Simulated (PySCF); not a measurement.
This script is equivalent to a calculation on Xe⁺ (xenon, charge +1).

```python
from pyscf import gto, scf, dft, mp, cc
import basis_set_exchange as bse
mol = gto.M(atom="Xe 0 0 0", charge=1, spin=1, symmetry="D2h",
            basis=gto.basis.parse(bse.get_basis("aug-cc-pVTZ-DK3", elements=["Xe"], fmt="nwchem")),
            nucmod="G")
mf = dft.UKS(mol, xc="LDA,VWN").sfx2c1e()
mf.irrep_nelec = {'Ag': (9, 9), 'B1g': (2, 2), 'B2g': (2, 2), 'B3g': (2, 2), 'B1u': (4, 4), 'B2u': (4, 4), 'B3u': (4, 3)}
mf.kernel()
```

(1) What total energy does it give?

(2) Which occupied shell lies highest, and where?

(3) What is ⟨S²⟩, and what would a pure spin state give?

Answers

(1) -7439.00 hartree (calculated).

(2) 5p β, at -16.756 eV.

(3) 0.751, against 0.75.
